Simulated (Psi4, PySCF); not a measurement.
Torsional profile of C₄H₁₂OSi, SMILES CO[SiH2]C(C)C. Scanned: dihedral O2–Si3–C4–C5; all other coordinates were relaxed at GFN2-xTB. Heavy atoms are numbered in the order of the SMILES CO[SiH2]C(C)C, hydrogens after them in the order of the atoms that carry them; the mirror image has the same energies with the sign of each dihedral reversed.

RKS-B3LYP/6-31G* = restricted B3LYP/6-31G*, spherical d, density fitting // GFN2-xTB (PySCF 2.14.0); PBE-D3(BJ)/def2-SVP // GFN2-xTB (Psi4).

Energies relative to the lowest point of each profile, in kJ/mol:

| φ / ° | RKS-B3LYP/6-31G* |
|---|---|
| -150 | 4.63 |
| -120 | 7.98 |
| -90 | 5.43 |
| -60 | 1.24 |
| -30 | 3.62 |
| 0 | 7.73 |
| 30 | 4.36 |
| 60 | 0.00 |
| 90 | 3.31 |
| 120 | 7.79 |
| 150 | 4.63 |
| 180 | 1.18 |

Task: Predict the corresponding PBE-D3(BJ)/def2-SVP column.

Result: -150: 6.76; -120: 11.30; -90: 7.76; -60: 2.08; -30: 4.20; 0: 8.69; 30: 4.92; 60: 0.00; 90: 3.74; 120: 8.75; 150: 5.33; 180: 1.98 (kJ/mol).
